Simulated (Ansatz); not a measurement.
```yaml
crystal:
  periodic: [false, false, false]
  atoms:
    - {symbol: C, position_ang: [-0.644854, 1.737601, 0.673963]}
    - {symbol: S, position_ang: [0.006237, 1.729212, -1.029756]}
    - {symbol: Al, position_ang: [0.566653, -0.351590, -1.251244]}
    - {symbol: C, position_ang: [0.347656, -1.711654, 0.114084]}
    - {symbol: F, position_ang: [1.220162, -0.745090, -2.715568]}
    - {symbol: H, position_ang: [-0.033643, 2.404031, 1.280824]}
    - {symbol: H, position_ang: [-0.639770, 0.745401, 1.123619]}
    - {symbol: H, position_ang: [-1.668350, 2.109073, 0.652412]}
    - {symbol: H, position_ang: [-0.702614, -1.839719, 0.391393]}
    - {symbol: H, position_ang: [0.894844, -1.460287, 1.027053]}
    - {symbol: H, position_ang: [0.718980, -2.673779, -0.246181]}
basis:
  gaussian: {orbitals: "6-31G*", final_grid: {core_spheres: 1, valence_spheres: 1, degree: 1}}
total_charge: 1
magnetization: {spin_polarized: true, initial_magnetization: 1}
hamiltonian: {xc: {name: PBE}}
output: {forces: true}
```

```sh
$ ansatz run in.yaml --threads 4 --pin off --events-out ev --progress --plain --max-ram 10444MiB
```

Output, abridged:

```
Functional definition: PBE
  name "PBE"
  cite "Perdew, Burke & Ernzerhof, Phys. Rev. Lett. 77, 3865 (1996) doi:10.1103/PhysRevLett.77.3865"
  parent pbe
  parameter kappa = 0.804
  parameter beta = 0.06672455060314922
  exchange = pbe_x(kappa = kappa, mu = beta*pi^2/3)
  correlation = pbe_c(beta = beta)
1144 factors; their error is unknown
mean field evaluation 1: about -22279.7244 eV, gradient 7.0e1 eV
mean field evaluation 2: about -22157.9960 eV, gradient 1.7e2 eV
mean field evaluation 4: about -22299.2302 eV, gradient 1.5e1 eV
mean field evaluation 8: about -22300.0746 eV, gradient 2.8e0 eV
mean field evaluation 16: about -22296.5904 eV, gradient 1.7e1 eV
mean field evaluation 64: about -22311.8682 eV, gradient 4.7e0 eV
mean field evaluation 96: about -22314.4562 eV, gradient 6.2e0 eV
mean field evaluation 128: about -22316.1902 eV, gradient 1.5e0 eV
mean field evaluation 160: about -22316.1899 eV, gradient 1.9e0 eV
mean field -22316.46618080 eV, -820.1150055003 hartree, gradient 5.7e-6 eV, S^2 1.462658; 28 other end points of the search recorded, 0 dependent functions left out
the calculation of the forces begins
reference -22316.46624690 eV, -820.1150079296 hartree; 28, 27 occupied and 67, 68 virtual orbitals, 1144 factors
Total energy: -22316.46624690 eV, -820.1150079296 hartree
Atom 0 at    -0.644854     1.737601     0.673963 Å, force     0.986314     4.470250    -6.673372 eV/Å
Atom 1 at     0.006237     1.729212    -1.029756 Å, force    -4.697788     0.905016    12.019664 eV/Å
Atom 2 at     0.566653    -0.351590    -1.251244 Å, force     0.496921   -11.265261     5.364986 eV/Å
Atom 3 at     0.347656    -1.711654     0.114084 Å, force    -3.148184     5.620573     3.920565 eV/Å
Atom 4 at     1.220162    -0.745090    -2.715568 Å, force     0.846452     1.132972    -2.751718 eV/Å
Atom 5 at    -0.033643     2.404031     1.280824 Å, force    -0.057418    -3.451591    -2.848628 eV/Å
Atom 6 at    -0.639770     0.745401     1.123619 Å, force    -2.775504     6.480645     3.116718 eV/Å
Atom 7 at    -1.668350     2.109073     0.652412 Å, force     3.573978    -3.266901    -1.585766 eV/Å
Atom 8 at    -0.702614    -1.839719     0.391393 Å, force     2.700441     0.223567    -4.118045 eV/Å
Atom 9 at     0.894844    -1.460287     1.027053 Å, force     1.334273    -0.685656    -4.685348 eV/Å
Atom 10 at     0.718980    -2.673779    -0.246181 Å, force     0.740515    -0.163614    -1.759056 eV/Å
Dipole moment:    -0.101391    -0.814196     0.762346 e Å
```

Something in this input is off. What?

The integration grid is far too coarse. Self-consistency was reached. The result belongs to that input, not to the molecule as meant.
